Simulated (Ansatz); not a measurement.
NiBr2(PH3)2 (NiP₂H₆Br₂), relaxed as a singlet with RKS PBE-D4/def2-SVP in Ansatz, starting from the GFN2-xTB geometry. Force threshold 0.02 eV/Å.

Start:

Cartesian coordinates in Å:
```
Ni 0.1132 0.0334 -0.0484
Br 1.1114 1.6721 1.1552
Br -1.0689 -1.6154 -1.0779
P 0.9838 -1.5285 1.1203
H 1.5006 -2.6477 0.4955
H 0.1025 -2.2015 1.9462
H 1.9931 -1.3326 2.0522
P -0.8912 1.5393 -1.1906
H -0.3387 2.7774 -1.4616
H -2.0346 2.0089 -0.5665
H -1.4713 1.2946 -2.4244
```

| step | energy (eV) | largest force component (eV/Å) | SCF passes |
| --- | --- | --- | --- |
| 1 | -199750.5283 | 1.066 | 48 |
| 2 | -199750.7150 | 0.384 | 20 |
| 3 | -199750.7333 | 0.043 | 21 |
| 4 | -199750.7337 | 0.012 | 20 |

Force components are those of the run's own axes.

End:

```xyz
11

Ni    0.088    0.018   -0.049
Br    1.167    1.656    1.166
Br   -1.097   -1.624   -1.176
P     0.979   -1.551    1.143
H     1.543   -2.685    0.479
H     0.089   -2.248    2.020
H     2.029   -1.254    2.070
P    -0.929    1.556   -1.180
H    -0.277    2.799   -1.451
H    -2.110    2.072   -0.556
H    -1.482    1.260   -2.466
```

By distances, no bond broke or formed. The bond that changes most is P4–H6, from 1.38 to 1.43 Å (atoms count from 1).

No frequencies were taken in this run, so the end may be a saddle point.

Run time 6.5 s (4 threads of Intel Xeon Platinum 8488C on a shared host).
